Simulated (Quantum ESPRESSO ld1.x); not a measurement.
Values are calculated unless marked as measured or tabulated.
Question: Valence configurations of Fe II (all share [Ar]). Code: ld1.x of Quantum ESPRESSO 7.5. Model: Dirac Kohn-Sham, relativistic LDA (MacDonald-Vosko exchange, VWN5 correlation), spin-unpolarised, spherical densities, point nucleus; open shells fill j = l - 1/2 first. Order these by energy: 3d5.5 4s1.5; 3d6 4s1; 3d5 4s2; 3d6 4p1; 3d4 4s1 4p2; 3d4.5 4p2.5; 3d5 4s1 4p1; 3d3.5 4s1 4p2.5; 3d6.5 4s0.5; 3d5.5 4s1 4p0.5.

Answer: From the lowest, in eV above it: 3d6.5 4s0.5 0.000; 3d6 4s1 1.397; 3d5.5 4s1.5 3.638; 3d5.5 4s1 4p0.5 6.282; 3d6 4p1 6.454; 3d5 4s2 6.847; 3d5 4s1 4p1 12.433; 3d4.5 4p2.5 26.082; 3d4 4s1 4p2 29.023; 3d3.5 4s1 4p2.5 39.843. NIST lists [Ar] 3d6 4s1 as the ground configuration; this level of theory puts 3d6.5 4s0.5 lower, by 1.397 eV. The energies are those of spherical spin-averaged densities, not of single terms.
